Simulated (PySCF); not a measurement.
cyclopropene (C3H4), singlet, at a GFN2-xTB geometry; TPSS/6-31G* run with PySCF.

The PySCF input:
```python
from pyscf import gto, scf, dft

mol = gto.M(
    atom='''
C    -0.02398035   -0.00988421    0.85291858
C     0.01415246   -0.64253561   -0.50675464
C     0.01392072    0.65410679   -0.49173477
H     0.86570208   -0.01692030    1.47406113
H    -0.94715748   -0.01665393    1.42309451
H     0.02873121   -1.56595013   -1.03014057
H     0.02816727    1.58940251   -0.99359004
''',
    basis='6-31g*',
    verbose=4,
)

mf = dft.RKS(mol)
mf.xc = 'tpss'
mf.level_shift = 0.5
mf.max_cycle = 100
mf.kernel()
```

Predict the main parts of the log of this PySCF run.


```
PySCF version 2.14.0

[INPUT] verbose = 4
[INPUT] num. atoms = 7
[INPUT] num. electrons = 22
[INPUT] charge = 0
[INPUT] spin (= nelec alpha-beta = 2S) = 0
[INPUT] symmetry False subgroup None
[INPUT] Mole.unit = angstrom
[INPUT] Symbol           X                Y                Z      unit          X                Y                Z       unit  Magmom
[INPUT]  1 C     -0.023980350000  -0.009884210000   0.852918580000 AA   -0.045316293871  -0.018678449858   1.611782522753 Bohr   0.0
[INPUT]  2 C      0.014152460000  -0.642535610000  -0.506754640000 AA    0.026744273389  -1.214216328180  -0.957627481953 Bohr   0.0
[INPUT]  3 C      0.013920720000   0.654106790000  -0.491734770000 AA    0.026306348257   1.236082689318  -0.929244041226 Bohr   0.0
[INPUT]  4 H      0.865702080000  -0.016920300000   1.474061130000 AA    1.635939836666  -0.031974732945   2.785571826567 Bohr   0.0
[INPUT]  5 H     -0.947157480000  -0.016653930000   1.423094510000 AA   -1.789868234033  -0.031471366598   2.689258873272 Bohr   0.0
[INPUT]  6 H      0.028731210000  -1.565950130000  -1.030140570000 AA    0.054294118127  -2.959216870427  -1.946683547103 Bohr   0.0
[INPUT]  7 H      0.028167270000   1.589402510000  -0.993590040000 AA    0.053228425977   3.003535445596  -1.877613055696 Bohr   0.0

nuclear repulsion = 64.1101789561342
number of shells = 26
number of NR pGTOs = 97
number of NR cGTOs = 50
basis = 6-31g*
ecp = {}

******** <class 'pyscf.dft.rks.RKS'> ********
method = RKS
initial guess = minao
damping factor = 0
level_shift factor = 0.5
DIIS = <class 'pyscf.scf.diis.CDIIS'>
diis_start_cycle = 1
diis_space = 8
diis_damp = 0
SCF conv_tol = 1e-09
SCF conv_tol_grad = None
SCF max_cycles = 100
direct_scf = True
direct_scf_tol = 1e-13
XC library pyscf.dft.libxc version 7.1.2
    S. Lehtola, C. Steigemann, M. J. T. Oliveira, and M. A. L. Marques,  SoftwareX 7, 1–5 (2018)
XC functionals = tpss
    J. Tao, J. P. Perdew, V. N. Staroverov, and G. E. Scuseria,  Phys. Rev. Lett. 91, 146401 (2003)
    J. P. Perdew, J. Tao, V. N. Staroverov, and G. E. Scuseria,  J. Chem. Phys. 120, 6898 (2004)
    J. Tao, J. P. Perdew, V. N. Staroverov, and G. E. Scuseria,  Phys. Rev. Lett. 91, 146401 (2003)
    J. P. Perdew, J. Tao, V. N. Staroverov, and G. E. Scuseria,  J. Chem. Phys. 120, 6898 (2004)
radial grids:
    Treutler-Ahlrichs [JCP 102, 346 (1995); DOI:10.1063/1.469408] (M4) radial grids

becke partition: Becke, JCP 88, 2547 (1988); DOI:10.1063/1.454033
pruning grids: <function nwchem_prune>
grids dens level: 3
symmetrized grids: False
atomic radii adjust function: <function treutler_atomic_radii_adjust>
small_rho_cutoff = 0
Set gradient conv threshold to 3.16228e-05
Initial guess from minao.
tot grids = 81592
init E= -116.929149919755
  HOMO = 0.00956987654879438  LUMO = 0.304319201384575  gap/eV = 8.02054
cycle= 1 E= -116.624151301001  delta_E= 0.305  |g|= 0.213  |ddm|=  2.4
  HOMO = -0.207927278910405  LUMO = 0.491839784898221  gap/eV = 19.04163
cycle= 2 E= -116.639853835128  delta_E= -0.0157  |g|= 0.0581  |ddm|= 0.223
  HOMO = -0.219217698587795  LUMO = 0.485573460146387  gap/eV = 19.17834
cycle= 3 E= -116.64117816504  delta_E= -0.00132  |g|= 0.0245  |ddm|= 0.0813
  HOMO = -0.213795636808389  LUMO = 0.490183329950444  gap/eV = 19.15624
cycle= 4 E= -116.641421785693  delta_E= -0.000244  |g|= 0.00789  |ddm|= 0.0411
  HOMO = -0.214278219386333  LUMO = 0.489850249455095  gap/eV = 19.16031
cycle= 5 E= -116.641455491919  delta_E= -3.37e-05  |g|= 0.00331  |ddm|= 0.0199
  HOMO = -0.214670922095097  LUMO = 0.489433863858096  gap/eV = 19.15967
cycle= 6 E= -116.641462162324  delta_E= -6.67e-06  |g|= 0.0015  |ddm|= 0.0095
  HOMO = -0.214572976857897  LUMO = 0.489628541321563  gap/eV = 19.16230
cycle= 7 E= -116.641463608798  delta_E= -1.45e-06  |g|= 0.000701  |ddm|= 0.00482
  HOMO = -0.214572964244888  LUMO = 0.489618440337153  gap/eV = 19.16202
cycle= 8 E= -116.641463958745  delta_E= -3.5e-07  |g|= 0.000358  |ddm|= 0.00237
  HOMO = -0.21457527632869  LUMO = 0.489615368189517  gap/eV = 19.16200
cycle= 9 E= -116.641464052383  delta_E= -9.36e-08  |g|= 0.000188  |ddm|= 0.00122
  HOMO = -0.214577296190009  LUMO = 0.489616450728362  gap/eV = 19.16209
cycle= 10 E= -116.641464078515  delta_E= -2.61e-08  |g|= 0.000104  |ddm|= 0.000626
  HOMO = -0.21457995406207  LUMO = 0.489613627697593  gap/eV = 19.16208
cycle= 11 E= -116.64146408618  delta_E= -7.66e-09  |g|= 5.98e-05  |ddm|= 0.000325
  HOMO = -0.214579472087236  LUMO = 0.489614187594499  gap/eV = 19.16209
cycle= 12 E= -116.641464088587  delta_E= -2.41e-09  |g|= 3.4e-05  |ddm|= 0.000174
  HOMO = -0.214579550814974  LUMO = 0.489614224279829  gap/eV = 19.16209
cycle= 13 E= -116.641464089337  delta_E= -7.51e-10  |g|= 1.99e-05  |ddm|= 9.47e-05
  HOMO = -0.214579012989863  LUMO = -0.010386311245036  gap/eV = 5.55637
Extra cycle  E= -116.641464089511  delta_E= -1.74e-10  |g|= 2.6e-05  |ddm|= 0.000128
converged SCF energy = -116.641464089511
```
